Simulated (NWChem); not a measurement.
System: 1,3,5-trisilacyclohexane (C3H12Si3); SMILES C1[SiH2]C[SiH2]C[SiH2]1

Input file for NWChem:

```
start job
memory heap 200 mb stack 900 mb global 1100 mb
geometry units angstroms
  C     -0.715433     1.299330    -1.064427
  Si     1.081904     1.429805    -0.463077
  C      1.781632    -0.321613    -0.235500
  Si     0.743752    -1.439181     0.897157
  C     -1.042650    -1.477318     0.252030
  Si    -1.836325     0.235709     0.040645
  H     -0.721895     0.889113    -2.074496
  H     -1.138517     2.299192    -1.145306
  H      1.889006     2.167493    -1.451940
  H      1.133293     2.160512     0.811050
  H      1.873724    -0.795867    -1.212824
  H      2.793640    -0.253369     0.160035
  H      1.303216    -2.803141     0.904724
  H      0.769869    -0.922709     2.272857
  H     -1.653830    -2.073251     0.927744
  H     -1.062085    -1.997156    -0.706067
  H     -2.002859     0.877265     1.352379
  H     -3.166908     0.098616    -0.579192
end
basis spherical
  * library 6-31g*
end
dft
  xc b3lyp
  iterations 150
end
driver
  maxiter 120
end
task dft optimize
task dft freq
```

The level has its own optimisation; frequencies are unscaled.

Give the results of this calculation. (B3LYP/6-31G* (spherical d).) Quantities: r C–Si (Å); r C–H (Å); r H–Si (Å); highest harmonic frequency (cm⁻¹); lowest (cm⁻¹); zero-point energy (kcal/mol); dipole (D).


| Item | Result |
|---|---|
| r C–Si (Å) | 1.894 |
| r C–H (Å) | 1.099 |
| r H–Si (Å) | 1.492 |
| highest harmonic frequency (cm⁻¹) | 3089 |
| lowest (cm⁻¹) | 110 |
| zero-point energy (kcal/mol) | 84.2 |
| dipole (D) | 1.24 |
